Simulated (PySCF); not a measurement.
Numbering as in the mapped SMILES `[CH2:1]=[CH:2][CH:3]1[CH2:4][P:5]([CH2:6][CH2:7][CH3:8])[CH2:9]1` (H(Xn): hydrogen on atom n). Ha(C4), Ha(C9) are cis to C2 on the ring; Ha(C1) is cis to C3; Hb(C4), Hb(C9) are trans to C2 on the ring; Hb(C1) is trans to C3.

- structure optimised with GFN2-xTB
- GIAO PBE0/pcSseg-1 shieldings
- run in PySCF 2.14
- isolated molecule, a single conformation, averaged over atoms made equivalent by symmetry, fast rotation or ring inversion, relativity neglected

Referencing at the same level of theory: ¹³C, ¹H against TMS; ³¹P against H3PO4.

| atoms | nucleus | count | δ (ppm) |
| --- | --- | --- | --- |
| H(C3) | ¹H | 1 | 3.68 |
| H(C7) | ¹H | 2 | 1.43 |
| Ha(C1) | ¹H | 1 | ? |
| C4/C9 | ¹³C | 2 | 27.8 |
| P5 | ³¹P | 1 | -27.4 |
| C1 | ¹³C | 1 | ? |
| Ha(C4)/Ha(C9) | ¹H | 2 | ? |
| C6 | ¹³C | 1 | 38.3 |
| C2 | ¹³C | 1 | 154.2 |
| H(C2) | ¹H | 1 | 6.29 |
| Hb(C4)/Hb(C9) | ¹H | 2 | 1.69 |
| H(C8) | ¹H | 3 | ? |
| H(C6) | ¹H | 2 | 1.87 |
| C7 | ¹³C | 1 | 24.3 |
| C3 | ¹³C | 1 | 46.0 |
| C8 | ¹³C | 1 | ? |
| Hb(C1) | ¹H | 1 | 4.99 |

Task: Complete the table.

Result: 
- C1: 117.2 ppm, terminal =CH2 carbon; the olefinic region
- C8: 19.4 ppm, methyl carbon; a saturated carbon with 1 carbon neighbour and no heteroatom attached
- Ha(C1): 5.11 ppm, hydrogen on a terminal =CH2 carbon; attached to an sp2 carbon and in the plane of the double bond
- Ha(C4)/Ha(C9): 1.90 ppm, hydrogen on an sp3 CH2 bonded to P
- H(C8): 1.22 ppm, hydrogen on a methyl carbon; far from electronegative atoms and π systems

Shifts are as computed. Against solution values, carbons near 30 ppm lie about +3 ppm off and those near 130 ppm about +5 ppm. Of 1211 compounds with measured shifts, 218 miss one by over three times the rms of a fit or turn the order of signals round; such compounds aren't used in these exercises. Experimental scales use liquid or dissolved standards, which lie at an offset from isolated H3PO4.
